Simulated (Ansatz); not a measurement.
One change: `FB(Cl)Br` becomes `ClB(Cl)Br`.

Ansatz, PBE0-D4/def2-TZVP geometries, multiplicity 1. 

Scalar relativity is left out up to krypton. Spin–orbit coupling is left out; it splits and shifts lone-pair levels of the heavy atoms by tenths of an eV.

| property | `FB(Cl)Br` |
| --- | --- |
| zero-point energy (PBE0-D4/def2-TZVP) / kJ/mol | 22.9 |
| HOMO energy (ωB97M-V/def2-TZVPP) / eV | -11.09 |
| LUMO energy (PBE0/def2-TZVPP) / eV | -1.19 |
| LUMO energy (B3LYP/def2-TZVPP) / eV | -1.38 |
| ideal-gas entropy at 298 K and 1 bar (rigid rotor, harmonic PBE0-D4/def2-TZVP) / J/(mol·K) | 305 |
| HOMO energy (PBE0/def2-TZVPP) / eV | -8.87 |

What does the change do to each property? (Estimate.)

Ansatz gave: 
```
                                                                                  property  `ClB(Cl)Br`  shift
                                            zero-point energy (PBE0-D4/def2-TZVP) / kJ/mol         18.8   -4.1
                                                     HOMO energy (ωB97M-V/def2-TZVPP) / eV       -10.87   0.22
                                                        LUMO energy (PBE0/def2-TZVPP) / eV        -1.83  -0.64
                                                       LUMO energy (B3LYP/def2-TZVPP) / eV        -1.98  -0.60
ideal-gas entropy at 298 K and 1 bar (rigid rotor, harmonic PBE0-D4/def2-TZVP) / J/(mol·K)          310      5
                                                        HOMO energy (PBE0/def2-TZVPP) / eV        -8.66   0.21
```

With PBE0 the HOMO rises by 0.21 eV and the LUMO falls by 0.64 eV, so the gap narrows by about 0.85 eV. PBE moves the HOMO by 0.20 eV and ωB97M-V by 0.22 eV.

B3LYP here is the variant with VWN-RPA as its local correlation; programs differ in this.
